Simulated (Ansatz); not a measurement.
Cost and result for the atomization energy of `SC[O][ZnH]` (8 atoms, 7 bonds).

The species carries charge 0 and has multiplicity 1. For Zn the d shell is correlated and the shells below it are frozen. Scalar relativity is left out up to krypton. Geometry: relaxed with PBE0-D4/def2-TZVP. It is one conformer, not always the lowest. Program: Ansatz. All runs use 4 threads of an INTEL XEON PLATINUM 8581C on a shared host. Times are those of one run each, without the atoms' runs, and a repeat can differ threefold. Electronic energies, without spin–orbit coupling; frozen cores. CCSD(T)/CBS adds CCSD(T) − MP2 in def2-TZVPP to the MP2 limit, and its time is that of the two runs behind it. T1 = 0.016. With those shells the extrapolation isn't a true limit. B3LYP takes the VWN-RPA correlation (the form of Gaussian; ORCA's B3LYP/G). HSE06 is the plane-wave form, built on full-range PBE exchange.

CCSD(T)/CBS is a level of theory with its own doubt, some kJ/mol a heavy atom from the limit and from the frozen cores, so smaller differences don't rank the functionals.

```
                            level  functions  wall time
             revPBE-D4/def2-TZVPP        224      1.1 s
               BLYP-D4/def2-TZVPP        224      1.1 s
               PBE0-D4/def2-TZVPP        224      1.6 s
              HSE06-D4/def2-TZVPP        224      1.9 s
                 CCSD(T)/def2-SVP         97      1.9 s
          CAM-B3LYP-D4/def2-TZVPP        224        2 s
B3LYP-D4/def2-TZVPP (with forces)        224      2.6 s
                B2PLYP/def2-TZVPP        224      2.8 s
              PBE-QIDH/def2-TZVPP        224      2.9 s
 ωB97M-V/def2-TZVPP (with forces)        224      5.5 s
                   MP2/def2-QZVPP        404       10 s
               CCSD(T)/def2-TZVPP        224       40 s
                CCSD(T)/CBS(def2)          –       50 s
```

Q: What atomization energy does each give, and how far from CCSD(T)/CBS? (Estimate.)

A: Computed: 
```
                            level  atomization (kcal/mol)  difference from CCSD(T)/CBS  per bond
             revPBE-D4/def2-TZVPP                   578.7                         -3.5      -0.5
               BLYP-D4/def2-TZVPP                   576.5                         -5.7      -0.8
               PBE0-D4/def2-TZVPP                   581.7                         -0.5      -0.1
              HSE06-D4/def2-TZVPP                   582.2                          0.0       0.0
                 CCSD(T)/def2-SVP                   542.1                        -40.1      -5.7
          CAM-B3LYP-D4/def2-TZVPP                   581.4                         -0.8      -0.1
B3LYP-D4/def2-TZVPP (with forces)                   575.8                         -6.4      -0.9
                B2PLYP/def2-TZVPP                   571.2                        -11.0      -1.6
              PBE-QIDH/def2-TZVPP                   577.9                         -4.3      -0.6
 ωB97M-V/def2-TZVPP (with forces)                   584.7                          2.5       0.4
                   MP2/def2-QZVPP                   588.1                          5.9       0.9
               CCSD(T)/def2-TZVPP                   564.5                        -17.7      -2.5
                CCSD(T)/CBS(def2)                   582.2                          0.0       0.0
```

From BLYP to BHLYP (50 % exact exchange), in def2-TZVPP and without D4, the atomization energy moves by −17.5 kcal/mol: exact exchange takes away binding that semilocal exchange gives to molecules. At CCSD(T), def2-SVP lies −40.0 kcal/mol from the extrapolated value and def2-TZVPP −17.7 kcal/mol: correlation converges slowly with the basis, and small sets miss more of it in the bonded molecule than in its fragments. In def2-TZVPP, CCSD(T) changes the Hartree–Fock value by +169.6 kcal/mol (the triples alone add +11.4 kcal/mol) and MP2 by +182.5 kcal/mol; breaking electron pairs costs correlation energy, which Hartree–Fock lacks.
